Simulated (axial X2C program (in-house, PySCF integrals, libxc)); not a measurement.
**Potential curves of SrN⁺, 2c**

Calculated with an axial X2C code built on PySCF integrals. Two-component (2c) means X2C with spin–orbit coupling and atomic mean-field two-electron Coulomb and Gaunt terms. Basis: Sr dyall-v3z [13s12p8d3f], N dyall-v3z [6s6p2d1f] (cores contracted in-house); Gaussian nuclei, density fitting, unrestricted open shells. Masses: Sr 87.906 u, N 14.003 u.

State: Ω = 1 (⟨Sz⟩ = 1.00, ⟨Lz⟩ = 0.00 at HF). Energies in cm⁻¹ from the fragments at the same level (Sr+ + N). Fits are polynomials in 1 − R0/R over 0.85 to 1.23 times the lowest point R0.

```tsv
R (Å)	MP2	TPSSh	PBE0
1.9862	-1650	-9553	-7598
2.0775	-4831	-12650	-10544
2.1460	-6248	-14007	-11808
2.2145	-7026	-14729	-12452
2.2830	-7307	-14956	-12618
2.3629	-7161	-14750	-12357
2.4428	-6645	-14174	-11748
2.5455		-13071	-10641
2.6711		-11414	-9063
2.8537		-8857	-6827
```

Correlated methods: 14 electrons correlated (number of frozen shells: Sr 3 s, 2 p, 1 d; N 1 s), 218 virtual spin orbitals or spinors in MP2.

The state is a single determinant with fixed occupations, the lowest that a limited PBE0 search found. De is counted from the lowest determinant-based energies of the atoms at the same level, without counterpoise correction. Density functionals use the spin component along the axis (collinear). PBE0 can misorder states that lie within some tenths of an eV, so this need not be the ground state of the molecule. The nearest other 2c determinant of the search, Ω = 2, lies 0.34 eV up at the distance of the search. With several unpaired electrons one determinant need not be a pure state. Open-shell Ω = 0 determinants with evenly filled partner blocks cannot be reached by this program, so the Ω shown need not be the lowest component. This is the Ω = 1 component of a π² triplet; the 0⁺ component is not one determinant and can lie lowest. The determinant is spin-polarised beyond a pure state at some levels (its spin-free form has ⟨S²⟩ too high), which makes Re and μ there less reliable. MP2 and coupled cluster on one determinant become unreliable at the stretched end.

Task: What are Re, ωe and De at the MP2 level?

Result: At MP2, 2c: Re = 2.297 Å, ωe ≈ 462 cm⁻¹, De = 0.91 eV to Sr+ + N; Be follows as 0.265 cm⁻¹.

Task: What are Re, ωe and De at the TPSSh level?

Result: At TPSSh, 2c: Re = 2.287 Å, ωe ≈ 470 cm⁻¹, De = 1.85 eV to Sr+ + N; Be follows as 0.267 cm⁻¹.

Task: What are Re, ωe and De at the PBE0 level?

Result: At PBE0, 2c: Re = 2.277 Å, ωe ≈ 471 cm⁻¹, De = 1.56 eV to Sr+ + N; Be follows as 0.269 cm⁻¹.
